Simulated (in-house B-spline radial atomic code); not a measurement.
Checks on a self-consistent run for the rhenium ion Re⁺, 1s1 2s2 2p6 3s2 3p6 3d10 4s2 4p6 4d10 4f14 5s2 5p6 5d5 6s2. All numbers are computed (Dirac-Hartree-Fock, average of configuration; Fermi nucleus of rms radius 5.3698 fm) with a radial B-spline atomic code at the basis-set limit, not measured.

```tsv
orbital	q	ε (Eh)	<1/r>	<r²>	small-component weight
1s1/2	1	-2697.20199	88.9778	0.000446785	0.080618
2s1/2	2	-476.27625	21.9978	0.00667992	0.018752
2p1/2	2	-458.45608	21.9054	0.00472725	0.018719
2p3/2	4	-402.94505	18.2612	0.00590705	0.016852
3s1/2	2	-113.61300	8.09202	0.043222	0.0062243
3p1/2	2	-104.84142	8.00082	0.0393865	0.0061521
3p3/2	4	-92.55747	7.05936	0.0457641	0.0056205
3d3/2	4	-76.97565	6.9483	0.0353504	0.005496
3d5/2	6	-74.29678	6.72441	0.0371174	0.0053442
4s1/2	2	-25.53723	3.38552	0.212764	0.0020388
4p1/2	2	-21.68362	3.27957	0.217658	0.0019495
4p3/2	4	-18.76661	2.96851	0.24974	0.0017626
4d3/2	4	-12.16519	2.7576	0.269203	0.001566
4d5/2	6	-11.60677	2.6794	0.281512	0.0015105
4f5/2	6	-3.11714	2.26954	0.364073	0.0011304
4f7/2	8	-3.00720	2.2379	0.374591	0.0011068
5s1/2	2	-4.35001	1.31559	1.17242	0.00045686
5p1/2	2	-3.02756	1.19845	1.39362	0.00038811
5p3/2	4	-2.56017	1.08845	1.6356	0.00033435
5d3/2	2	-0.83974	0.795312	3.12464	0.00018515
5d5/2	3	-0.79848	0.767094	3.33898	0.00017291
6s1/2	2	-0.58769	0.444575	9.13008	6.0188e-05
```

Electron-electron repulsion V_ee = 5959.8062 hartree.

**Question.** What total energy follows from the eigenvalues?

**Answer.** The eigenvalues count the repulsion twice, so E = Σqε - V_ee = -8100.085 - 5959.806 = -14059.891 hartree; the run printed -14059.891.

**Question.** Does the Dirac virial theorem hold?

**Answer.** For a point nucleus E = -2c²Σq·w, with w the small-component weight. Here Σq·w = 0.37428 and c = 137.0360, so the ratio E/(-2c²Σq·w) is 1.000197; the finite nucleus accounts for the departure from 1.

**Question.** What diamagnetic shielding (Lamb formula) and susceptibility (Langevin formula) do the radii give?

**Answer.** σ = (α²/3)Σq<1/r> = 476.386/(3·137.036²) = 8456.1 ppm, and χ = -0.79199×10⁻⁶·Σq<r²> = -44.96×10⁻⁶ cm³/mol with Σq<r²> = 56.767 bohr². Both are non-relativistic formulas without the paramagnetism of open shells; for so heavy an element the full relativistic shielding is larger by tens of per cent.
